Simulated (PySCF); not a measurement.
# How methods differ on the excitation energy of Co

Co [Ar] 3d7 4s2 (4F) → Co [Ar] 3d6 4s2 4p1 (high-spin determinant), as a difference of total energies. All numbers are calculated (PySCF 2.14, no relativity, point nucleus, in def2-TZVPPD (6s6p4d2f1g, 67 functions)). Correlated levels: valence and next inner shell: [Ne] frozen. The calculations carry no spin-orbit coupling.

```json
{"method": "UHF", "excitation energy (eV)": "5.458"}
{"method": "MP2 (valence and next inner shell)", "excitation energy (eV)": "7.156"}
{"method": "SCS-MP2 (valence and next inner shell)", "excitation energy (eV)": "7.153"}
{"method": "CCSD (valence and next inner shell)", "excitation energy (eV)": "6.729"}
{"method": "CCSD(T) (valence and next inner shell)", "excitation energy (eV)": "6.518"}
```

How much does correlation contribute at CCSD(T) (valence and next inner shell)?

6.518 − (5.458) = 1.060 eV, measured against UHF.

A first-order spin-orbit estimate (lowest level to lowest level, LS coupling) adds 0.048 eV.

The coupled-cluster amplitudes are large for the upper state (T1 above 0.03 or a double amplitude above 0.15), so a single reference is strained.

The determinant of the upper state mixes LS terms, which raises its energy above the lowest term, most at the Hartree-Fock and MP2 levels.
